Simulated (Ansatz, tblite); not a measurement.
Cost and result up the ladder for Na4Li3⁻ (the lowest singlet isomer of a short search) (7 atoms). Total charge -1; singlet. Geometry: PBE/def2-SVPD.

```xyz
7

Li    1.1597   -0.2657    2.2032
Li    0.2987   -1.9502   -0.0408
Li   -1.5696    0.1058    1.1931
Na    0.2733    2.7154    0.8382
Na    2.7422   -0.0246   -0.7676
Na   -2.6111   -1.5242   -1.3915
Na   -0.2931    0.9435   -2.0346
```

Ansatz on 4 threads of Arm Neoverse V2 on a shared host; xTB runs through tblite on one thread. Times are rough, summed over both states, and most runs start from the orbitals of an earlier one. No level here is sound enough to serve as a yardstick. The other state is a doublet.

The xTB rows come from tblite. The structure comes from a short search, and lower isomers may exist.

Run but left out: HF/def2-SVPD (singlet: restricted singlet, unstable towards broken spin symmetry); MP2/def2-SVPD, CCSD/def2-SVPD, CCSD(T)/def2-SVPD (neutral doublet: ⟨S²⟩ 1.81, where a pure state has 0.75).

Raw xTB energies of ions are shifted by several eV.

```csv
level,functions,vertical IE (eV),remarks
GFN2-xTB,28,3.38,–
PBE/def2-TZVPD,191,1.32,restricted SCF unstable in HF (-1 singlet)
PBE0/def2-TZVPD,191,1.26,restricted SCF unstable in HF (-1 singlet)
r2SCAN/def2-TZVPD (with forces),191,1.19,"restricted SCF unstable in HF (-1 singlet), spin-contaminated (⟨S²⟩ 0.84) (doublet)"
```

(1) Estimate how long each takes.

## Answers

(1) GFN2-xTB 0.01 s; PBE/def2-TZVPD 16 s; PBE0/def2-TZVPD 24 s; r2SCAN/def2-TZVPD (with forces) 45 s. On shared hardware such times vary by a factor of up to 3.
